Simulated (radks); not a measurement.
The mean radii <r> (bohr) of the occupied orbitals of an atom or ion are listed with their occupations. Calculated with a radial shooting solver on a logarithmic mesh with Libxc functionals: Dirac Kohn-Sham, PBE, spin-unpolarised, spherical densities, finite nucleus; Fermi nuclear charge, rms radius of each element as measured or else 0.836 A^(1/3) + 0.57 fm.

| orbital | occ. | <r> |
|---|---|---|
| 1s1/2 | 2 | 0.02457 |
| 2s1/2 | 2 | 0.1047 |
| 2p1/2 | 2 | 0.08795 |
| 2p3/2 | 4 | 0.09415 |
| 3s1/2 | 2 | 0.2783 |
| 3p1/2 | 2 | 0.2681 |
| 3p3/2 | 4 | 0.2802 |
| 3d3/2 | 4 | 0.2513 |
| 3d5/2 | 6 | 0.2552 |
| 4s1/2 | 2 | 0.6373 |
| 4p1/2 | 2 | 0.6561 |
| 4p3/2 | 4 | 0.6832 |
| 4d3/2 | 4 | 0.7386 |
| 4d5/2 | 6 | 0.7483 |
| 5s1/2 | 2 | 1.524 |
| 5p1/2 | 2 | 1.714 |
| 5p3/2 | 4 | 1.797 |
| 4f5/2 | 0.428571 | 1.107 |
| 4f7/2 | 0.571429 | 1.120 |
| 5d3/2 | 0.8 | 2.814 |
| 5d5/2 | 1.2 | 2.870 |

Name the element and its charge. Open shells, if any, are shared by 2j + 1.

Answer. Z = 58, cerium, charge +1: Ce+ in [Xe] 4f1 5d2. The 1s radius gives Z: for a bare nucleus <r> = (2 gamma + 1)/(2Z) with gamma = sqrt(1 - (Z/c)^2), 0.02424 bohr for Z = 58, and screening makes it slightly larger (0.02457 here). The occupations add up to 57, and the charge is Z minus that.
